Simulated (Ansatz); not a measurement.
Pb2O⁺ (the lowest doublet isomer of a short search) was relaxed with PBE-D4 (def2-TZVP) in Ansatz in these states: charge +1 doublet, charge +1 quartet. The geometries follow in no particular order.

In the def2 sets Pb takes a core potential; there is no spin–orbit coupling.

A:

Cartesian coordinates in Å:
```
Pb 0.464 -0.695 -1.455
Pb 0.277 -0.221 1.641
O -0.741 0.916 -0.185
```

B:

Cartesian coordinates in Å:
```
Pb 1.034 -1.374 -0.185
Pb -0.447 1.469 0.796
O -0.586 -0.095 -0.611
```

**Question.** Judge from the bond lengths which geometry belongs to which state (an estimate).

**Answer.** A is the charge +1 quartet (Pb1–O3 2.380 Å, Pb2–O3 2.380 Å, Pb1–Pb2 3.138 Å); B is the charge +1 doublet (Pb1–O3 2.108 Å, Pb2–O3 2.108 Å, Pb1–Pb2 3.352 Å).

At PBE0-D4/def2-TZVP a doublet lies 2.58 eV below the charge +1 quartet. These are the stationary points nearest to one start from a short search; other shapes may lie lower in each state.
